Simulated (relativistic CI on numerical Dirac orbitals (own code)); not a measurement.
d3 in a ligand field

Computed with a parametric ligand-field model of a d^n configuration (Racah B and C, spin-orbit zeta, crystal field), exact diagonalisation.

Field parameters in Wybourne normalisation: D3d B²₀ = −7Dσ, B⁴₀ = −14Dq − 21Dτ, B⁴₃ = −14√(10/7) Dq; D4h B²₀ = −7Ds, B⁴₀ = 21(Dq − Dt), B⁴₄ = 21√(5/14) Dq; Oh B⁴₀ = 21Dq, B⁴₄ = √(5/14) B⁴₀. The field is a parameter set, without covalency.

Question: Ground term and bands for B = 660, C = 3430, ζ = 0 cm⁻¹, Oh, 10Dq = 8500 cm⁻¹?

Answer: Ground term 4A2 with 0.00 electrons in the two orbitals of the cubic e set. Spin-allowed: 4T2 8500 cm⁻¹ (1176 nm), 4T1 13538 cm⁻¹ (739 nm), 4T1 21862 cm⁻¹ (457 nm). Lowest spin-forbidden: 2E 14860 cm⁻¹ (673 nm), 2T1 15445 cm⁻¹ (647 nm), 2T2 20479 cm⁻¹ (488 nm). With an A2 ground term the first spin-allowed band lies at |10Dq| itself.

Question: Ground term and bands for B = 770, C = 3600, ζ = 0 cm⁻¹, D3d, 10Dq = 16400, Dσ = -1200, Dτ = 290 cm⁻¹?

Answer: Ground term 4A2 with 0.02 electrons in the two orbitals of the cubic e set. Spin-allowed: 4E 17503 cm⁻¹ (571 nm), 4A1 18517 cm⁻¹ (540 nm), 4A2 23970 cm⁻¹ (417 nm), 4E 26163 cm⁻¹ (382 nm). Lowest spin-forbidden: 2E 16189 cm⁻¹ (618 nm), 2E 17007 cm⁻¹ (588 nm), 2A2 17734 cm⁻¹ (564 nm).

Question: Ground term and bands for B = 340, C = 1310, ζ = 0 cm⁻¹, D4h, 10Dq = 30950, Ds = -1500, Dt = -480 cm⁻¹?

Answer: Ground term 4B1 with 0.00 electrons in the two orbitals of the cubic e set. Spin-allowed: 4B2 30950 cm⁻¹ (323 nm), 4E 31396 cm⁻¹ (319 nm), 4E 38661 cm⁻¹ (259 nm), 4A2 43256 cm⁻¹ (231 nm). Lowest spin-forbidden: 2E 6059 cm⁻¹ (1651 nm), 2B1 6724 cm⁻¹ (1487 nm), 2A1 6773 cm⁻¹ (1476 nm).

Question: Ground term and bands for B = 440, C = 2250, ζ = 0 cm⁻¹, D4h, 10Dq = 35900, Ds = 2020, Dt = 40 cm⁻¹?

Answer: Ground term 4B1 with 0.00 electrons in the two orbitals of the cubic e set. Spin-allowed: 4A2 32741 cm⁻¹ (305 nm), 4E 34321 cm⁻¹ (291 nm), 4B2 35900 cm⁻¹ (279 nm), 4E 45927 cm⁻¹ (218 nm). Lowest spin-forbidden: 2E 7136 cm⁻¹ (1401 nm), 2A1 10306 cm⁻¹ (970 nm), 2B1 10394 cm⁻¹ (962 nm).

Question: Ground term and bands for B = 960, C = 4180, ζ = 0 cm⁻¹, D4h, 10Dq = 11150, Ds = 70, Dt = -80 cm⁻¹?

Answer: Ground term 4B1 with 0.00 electrons in the two orbitals of the cubic e set. Spin-allowed: 4B2 11150 cm⁻¹ (897 nm), 4E 11850 cm⁻¹ (844 nm), 4A2 18601 cm⁻¹ (538 nm), 4E 18705 cm⁻¹ (535 nm). Lowest spin-forbidden: 2A1 19075 cm⁻¹ (524 nm), 2B1 19110 cm⁻¹ (523 nm), 2E 19955 cm⁻¹ (501 nm).
